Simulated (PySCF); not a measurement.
## SMILES C[S@@+]1[SiH2]C[Si@H]1F, [C$_{2}$H$_{8}$FSSi$_{2}$]+, charge +1

Geometry (Å), atoms numbered from 1 in this order:
```xyz
14

C     2.169    0.159    0.053
S     0.791   -0.813    0.740
Si   -0.843    0.740    1.276
C    -1.870    0.068   -0.208
Si   -0.613   -1.097   -1.044
F     0.151   -0.302   -2.198
H     1.805    0.914   -0.636
H     2.694    0.613    0.887
H     2.828   -0.534   -0.462
H    -1.246    0.337    2.611
H    -0.178    2.020    1.076
H    -2.232    0.847   -0.883
H    -2.764   -0.458    0.130
H    -0.692   -2.495   -1.363
```

Total charge +1.

The calculation used PySCF, TDDFT CAM-B3LYP/def2-SVPD circular dichroism and optical rotation, one conformer, gas phase. Geometry: GFN2-xTB.

What are the CIP labels of the stereocentres?

S2 S, Si5 S.

List the lowest 12 singlet excitations with oscillator and rotatory strengths.

Rotatory strengths R in 10⁻⁴⁰ esu² cm², velocity form and length form (origin at the centre of mass); f in length form.
```
state  E (eV)  λ (nm)       f  R (velocity)  R (length)                                  main
    1    6.27     198   0.007         +13.9       +11.8      HOMO→LUMO 0.55, HOMO→LUMO+1 0.40
    2    6.66     186   0.012         -11.0        -9.4      HOMO→LUMO+1 0.51, HOMO→LUMO 0.34
    3    6.91     179   0.015          -3.3        -3.7    HOMO−1→LUMO 0.74, HOMO→LUMO+2 0.08
    4    7.01     177   0.004         +26.9       +25.8    HOMO→LUMO+2 0.65, HOMO−1→LUMO 0.13
    5    7.22     172   0.002          -1.0        -0.7  HOMO−1→LUMO+1 0.81, HOMO→LUMO+2 0.08
    6    7.58     163   0.021          -5.3        -4.8  HOMO−2→LUMO+1 0.56, HOMO−2→LUMO 0.26
    7    7.85     158   0.059         -48.1       -47.3    HOMO−2→LUMO 0.31, HOMO−3→LUMO 0.25
    8    7.97     156   0.009         +53.5       +52.2  HOMO−3→LUMO 0.51, HOMO−1→LUMO+2 0.22
    9    8.07     154   0.106         +20.9       +19.7  HOMO−1→LUMO+2 0.45, HOMO−2→LUMO 0.24
   10    8.36     148  0.0008          -2.2        -1.1  HOMO→LUMO+3 0.76, HOMO−2→LUMO+2 0.12
   11    8.52     145   0.100         -81.2       -79.1                    HOMO−2→LUMO+2 0.58
   12    8.74     142   0.100         +31.6       +32.8    HOMO→LUMO+4 0.37, HOMO−4→LUMO 0.36
```

Among the states computed, the strongest CD band (largest |R|) is state 11. The largest dissymmetry factor in size, g = 4R/(D+G), with D and G the electric and magnetic dipole strengths, is +0.067 for state 8 (velocity form, f = 0.010), among bands with |R| over 0.5. The mirror image has the same energies and oscillator strengths and all R with the opposite sign.
